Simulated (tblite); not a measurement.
C2H7BrOSi.
Numbering: `[CH3:1][C@@H:2]([Br:3])[SiH2:4][OH:5]` (hydrogens: H6, H7, H8 on C1; H9 on C2; H10, H11 on Si4; H12 on O5)

Computed with GFN2-xTB (tblite), gas phase: L-BFGS steps from a force-field or distance-geometry start until the largest atomic force falls under 0.01 eV/Å.

The end geometry, which sets the zero of energy:
```
atom  x, y, z in Å
C1      1.6707   -0.3519   -0.0014
C2      0.4159    0.4673    0.2002
Br3     0.3470    1.8996   -1.1733
Si4    -1.2237   -0.5169    0.0520
O5     -2.4857    0.4746    0.2419
H6      1.6561   -0.8498   -0.9692
H7      1.7239   -1.1148    0.7742
H8      2.5684    0.2634    0.0555
H9      0.4722    1.0179    1.1403
H10    -1.2117   -1.1478   -1.2662
H11    -1.3423   -1.4201    1.1850
H12    -2.5897    1.2778   -0.2650
```

Question: These geometries come from the run, each turned onto the end geometry. Order them by energy, lowest first.
A.
```
atom  x, y, z in Å
C1      1.6264   -0.3351    0.1275
C2      0.3598    0.4957    0.0389
Br3     0.5234    1.8657   -1.4057
Si4    -1.2327   -0.5380   -0.2119
O5     -2.4569    0.4930    0.0635
H6      1.5851   -1.1961   -0.5351
H7      1.7504   -0.7222    1.1395
H8      2.5191    0.2324   -0.1323
H9      0.2707    1.1327    0.9219
H10    -1.3488   -1.0528   -1.5734
H11    -1.2109   -1.5707    0.8317
H12    -2.3845    1.1947    0.7093
```
B.
```
atom  x, y, z in Å
C1      1.6679   -0.3487    0.0047
C2      0.4049    0.4607    0.1924
Br3     0.3350    1.8832   -1.1920
Si4    -1.2286   -0.5306    0.0389
O5     -2.4895    0.4628    0.2255
H6      1.6585   -0.8611   -0.9558
H7      1.7316   -1.0994    0.7914
H8      2.5581    0.2787    0.0525
H9      0.4491    1.0192    1.1284
H10    -1.2104   -1.1547   -1.2823
H11    -1.3415   -1.4306    1.1747
H12    -2.5340    1.3196   -0.2044
```
C.
```
atom  x, y, z in Å
C1      1.6588   -0.3513    0.1149
C2      0.4059    0.5005    0.0639
Br3     0.5236    1.7315   -1.4902
Si4    -1.2315   -0.4902   -0.1216
O5     -2.5398    0.4415    0.0712
H6      1.6730   -1.0645   -0.7065
H7      1.6865   -0.9092    1.0499
H8      2.5570    0.2619    0.0576
H9      0.3709    1.1697    0.9271
H10    -1.3013   -0.9637   -1.4941
H11    -1.2170   -1.5502    0.8868
H12    -2.5850    1.2233    0.6152
```
D.
```
atom  x, y, z in Å
C1      1.6641   -0.3462    0.0092
C2      0.3977    0.4599    0.1870
Br3     0.3296    1.8729   -1.2073
Si4    -1.2313   -0.5380    0.0298
O5     -2.4959    0.4538    0.2032
H6      1.6587   -0.8677   -0.9466
H7      1.7298   -1.0891    0.8034
H8      2.5512    0.2858    0.0518
H9      0.4366    1.0232    1.1205
H10    -1.2087   -1.1627   -1.2910
H11    -1.3341   -1.4399    1.1662
H12    -2.4967    1.3473   -0.1521
```
E.
```
atom  x, y, z in Å
C1      1.6538   -0.3416    0.0042
C2      0.3869    0.4668    0.1745
Br3     0.3383    1.8888   -1.2114
Si4    -1.2324   -0.5464    0.0137
O5     -2.5158    0.4349    0.0196
H6      1.6646   -0.8454   -0.9608
H7      1.6991   -1.0979    0.7867
H8      2.5436    0.2839    0.0760
H9      0.4266    1.0223    1.1132
H10    -1.1941   -1.2544   -1.2593
H11    -1.3162   -1.4038    1.1912
H12    -2.4533    1.3920    0.0265
```

Answer: B (0.002 eV), D (0.007 eV), E (0.038 eV), C (0.079 eV), A (0.160 eV).

In the order of the answer:

```tsv
step	E above end (eV)	largest force (eV/Å)	rms force component (eV/Å)	rms distance from end (Å)	rms bond change (Å)	bond most changed (Å)
139	0.002	0.19	0.044	0.033	0.001	O5–H12 +0.004
138	0.007	0.27	0.064	0.057	0.002	O5–H12 +0.006
122	0.038	0.23	0.054	0.127	0.002	Si4–H11 +0.005
29	0.079	0.12	0.040	0.361	0.004	Si4–H11 +0.009
7	0.160	0.25	0.103	0.434	0.006	Si4–H11 +0.015
```

What follows is the cost of the whole relaxation. On an Arm Neoverse N1 with one thread, shared host with 64 logical CPUs at a one-minute load of 58, this took 1.4 s of wall time.
